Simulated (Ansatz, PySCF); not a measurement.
The PySCF input:
```python
from pyscf import gto, scf, dft

mol = gto.M(
    atom='''
C    -1.027461   -0.803713    1.464345
C    -0.743737    0.016398    0.245980
C    -1.591292    0.961721   -0.126468
F    -1.390327    1.736084   -1.214779
C     0.506916   -0.266177   -0.551639
C     0.291489   -1.468102   -1.475133
C     1.722699   -0.503695    0.349362
O     1.876928    0.598945    1.216765
H    -0.311585   -0.556095    2.245958
H    -2.028447   -0.605392    1.837451
H    -0.938904   -1.865224    1.241341
H    -2.512252    1.217745    0.375544
H     0.718077    0.614637   -1.164726
H     0.087729   -2.367931   -0.898809
H     1.177052   -1.641701   -2.081941
H    -0.550361   -1.281617   -2.136516
H     2.611042   -0.621839   -0.287612
H     1.592733   -1.431936    0.924895
H     2.700757    0.504441    1.704619
''',
    basis='sto-3g',
    charge=0,
    spin=0,
    verbose=3,
)

mf = dft.RKS(mol)
mf.xc = 'blyp'
mf.grids.atom_grid = (99, 590)
mf.grids.prune = None
mf.kernel()
```

Task: Give the equivalent Ansatz (a quantum-chemistry and plane-wave program) input.

Result: Several could match; the one computed here: 
Ansatz 0.2 input:
```yaml
crystal:
  periodic: [false, false, false]
  atoms:
    - {symbol: C, position_ang: [-1.02746062, -0.80371299, 1.46434475]}
    - {symbol: C, position_ang: [-0.74373712, 0.01639828, 0.24598010]}
    - {symbol: C, position_ang: [-1.59129193, 0.96172099, -0.12646761]}
    - {symbol: F, position_ang: [-1.39032724, 1.73608407, -1.21477901]}
    - {symbol: C, position_ang: [0.50691632, -0.26617688, -0.55163873]}
    - {symbol: C, position_ang: [0.29148892, -1.46810219, -1.47513336]}
    - {symbol: C, position_ang: [1.72269856, -0.50369535, 0.34936205]}
    - {symbol: O, position_ang: [1.87692767, 0.59894538, 1.21676545]}
    - {symbol: H, position_ang: [-0.31158495, -0.55609502, 2.24595766]}
    - {symbol: H, position_ang: [-2.02844664, -0.60539193, 1.83745066]}
    - {symbol: H, position_ang: [-0.93890429, -1.86522400, 1.24134097]}
    - {symbol: H, position_ang: [-2.51225241, 1.21774506, 0.37554419]}
    - {symbol: H, position_ang: [0.71807672, 0.61463748, -1.16472565]}
    - {symbol: H, position_ang: [0.08772913, -2.36793132, -0.89880917]}
    - {symbol: H, position_ang: [1.17705170, -1.64170097, -2.08194115]}
    - {symbol: H, position_ang: [-0.55036131, -1.28161703, -2.13651593]}
    - {symbol: H, position_ang: [2.61104151, -0.62183918, -0.28761194]}
    - {symbol: H, position_ang: [1.59273281, -1.43193555, 0.92489524]}
    - {symbol: H, position_ang: [2.70075702, 0.50444144, 1.70461943]}
basis:
  gaussian:
    orbitals: STO-3G
hamiltonian:
  xc: blyp
accuracy: high
```

Both were run: PySCF gave -404.710237 Eh and Ansatz -404.710239 Eh, 0.002 mEh apart.
